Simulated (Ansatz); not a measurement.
A series at Si: from trichlorosilane, ligands are replaced one by one, each step taking up H₂S and setting free HCl; n counts the steps. Ansatz, PBE0-D4/def2-TZVP geometries. Each molecule was computed in one conformer, which needn't be the lowest.

CBS adds triple-zeta CCSD(T) − MP2 to the MP2 limit, frozen cores; atoms without spin–orbit coupling. 

```json
{"n": "0", "molecule": "`Cl[SiH](Cl)Cl`", "atomization energy, CCSD(T)/CBS (kJ/mol)": "?"}
{"n": "1", "molecule": "`S[SiH](Cl)Cl`", "atomization energy, CCSD(T)/CBS (kJ/mol)": "1843.7"}
{"n": "2", "molecule": "`S[SiH](S)Cl`", "atomization energy, CCSD(T)/CBS (kJ/mol)": "2126.8"}
{"n": "3", "molecule": "`S[SiH](S)S`", "atomization energy, CCSD(T)/CBS (kJ/mol)": "2412.6"}
```

By hand: fit a straight line y = ȳ + b (n − n̄) to the 3 given rows and predict n = 0.

n̄ = 2.000, ȳ = 2127.70; Σ(n − n̄)(y − ȳ) = 568.90, Σ(n − n̄)² = 2.000, so b = 284.45 kJ/mol a step. Prediction: 2127.70 + (284.45) × (-2.000) = 1558.8 kJ/mol.

By hand: compare with the computed value, 1560.5 kJ/mol, and give the steps along the whole series.

The line misses by 1.7 kJ/mol (computed minus predicted). Steps: 283.2, 283.1, 285.8 kJ/mol.

The steps differ by at most 2.7 kJ/mol, 1.0 % of a mean step, so the ligands' effects nearly add and a line is close. The miss is 0.2 % of the series' range. The energies themselves are unsure by some kJ/mol a bond, though much of that is common to the series.
